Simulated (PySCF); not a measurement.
C₅H₇F.

```xyz
13

C      1.7940    -0.2046    -0.3111
C      0.4828     0.5224    -0.5777
C     -0.0628     1.4153     0.5290
C     -1.1216     0.6341     0.8026
C     -0.8145    -0.3274    -0.3200
F     -0.5957    -1.6448     0.0324
H      1.9816    -0.9675    -1.0832
H      1.7701    -0.7105     0.6654
H      2.6406     0.5006    -0.3160
H      0.5054     0.9967    -1.5762
H      0.2798     2.3767     0.9233
H     -1.9478     0.6926     1.5153
H     -1.5352    -0.3241    -1.1569
```
Charge 0, spin multiplicity 1.

Coordinates come from a B3LYP-D3(BJ)/def2-SVP optimisation. The structure was generated by enumeration; whether it is a known compound was not checked.

Computed with PBE/pcSseg-1 (PySCF). Non-relativistic, no solvent.

Computed absolute GIAO shielding of each atom: isotropic value and principal components (ppm):
```json
[
 {"atom": "C1", "σ(iso)": "162.0", "σ11": "149.5", "σ22": "158.2", "σ33": "178.2", "span": "28.7"},
 {"atom": "C2", "σ(iso)": "127.8", "σ11": "116.9", "σ22": "127.4", "σ33": "139.0", "span": "22.0"},
 {"atom": "C3", "σ(iso)": "24.7", "σ11": "-86.0", "σ22": "16.1", "σ33": "143.9", "span": "229.9"},
 {"atom": "C4", "σ(iso)": "33.9", "σ11": "-66.8", "σ22": "33.3", "σ33": "135.2", "span": "202.0"},
 {"atom": "C5", "σ(iso)": "84.6", "σ11": "50.8", "σ22": "72.6", "σ33": "130.6", "span": "79.8"},
 {"atom": "F6", "σ(iso)": "364.8", "σ11": "336.9", "σ22": "366.8", "σ33": "390.7", "span": "53.9"},
 {"atom": "H7", "σ(iso)": "29.8", "σ11": "26.2", "σ22": "27.5", "σ33": "35.9", "span": "9.7"},
 {"atom": "H8", "σ(iso)": "30.2", "σ11": "26.7", "σ22": "29.3", "σ33": "34.7", "span": "8.0"},
 {"atom": "H9", "σ(iso)": "29.9", "σ11": "26.2", "σ22": "27.7", "σ33": "35.8", "span": "9.6"},
 {"atom": "H10", "σ(iso)": "28.1", "σ11": "25.0", "σ22": "27.7", "σ33": "31.6", "span": "6.7"},
 {"atom": "H11", "σ(iso)": "24.6", "σ11": "22.8", "σ22": "25.0", "σ33": "25.9", "span": "3.1"},
 {"atom": "H12", "σ(iso)": "24.8", "σ11": "23.6", "σ22": "24.4", "σ33": "26.4", "span": "2.8"},
 {"atom": "H13", "σ(iso)": "25.8", "σ11": "22.3", "σ22": "25.7", "σ33": "29.3", "span": "7.1"}
]
```
